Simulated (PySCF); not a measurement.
# Adding and removing an electron: TlS

r²SCAN; PySCF, scalar-relativistic core potentials, basis sets Tl def2-SVPD with ECP60, S def2-SVPD. Neutral (UKS): doublet (π ↑), Re = 2.636 Å, ωe = 263 cm⁻¹, De = 3.13 eV, HOMO -5.49 eV, LUMO -4.56 eV.

TlS⁺ (UKS): triplet (π ↑↑), Re = 3.186 Å, ωe = 122 cm⁻¹. The energies at the minima are -570.64414 hartree for TlS and -570.34744 for TlS⁺.

**Question.** Work out the adiabatic ionisation energy, without and with harmonic zero-point energies (1 hartree = 27.2114 eV, 1 eV = 8065.5 cm⁻¹), and the change of the bond length.

**Answer.** At r²SCAN: 0.29670 hartree = 8.074 eV between the minima; the zero-point term (122.0 − 263.0)/2 cm⁻¹ = -0.009 eV makes it 8.065 eV. Re changes by +55.0 pm against the neutral. The electron leaves a π orbital, and the ion is left as a loose complex of an ion and an atom.

TlS⁻ (UKS): singlet (closed shell), Re = 2.437 Å, ωe = 340 cm⁻¹, De = 3.39 eV to Tl + S⁻. The energies at the minima are -570.64414 hartree for TlS and -570.73379 for TlS⁻.

**Question.** Work out the adiabatic electron affinity, without and with harmonic zero-point energies (1 hartree = 27.2114 eV, 1 eV = 8065.5 cm⁻¹), and the change of the bond length.

**Answer.** At r²SCAN: 0.08965 hartree = 2.440 eV between the minima; the zero-point term (263.0 − 340.0)/2 cm⁻¹ = -0.005 eV makes it 2.435 eV. Re changes by -19.9 pm against the neutral. The electron enters a π orbital; the charge polarises the partner, so the anion is bound more strongly.

Spin–orbit coupling is left out, which matters for elements this heavy, above all for dissociation energies. For an ion De counts to the pair picked by the measured ionisation energies or electron affinities, which need not be the lowest pair at this level. States were picked by a PBE0 search and need not be the measured ground states.
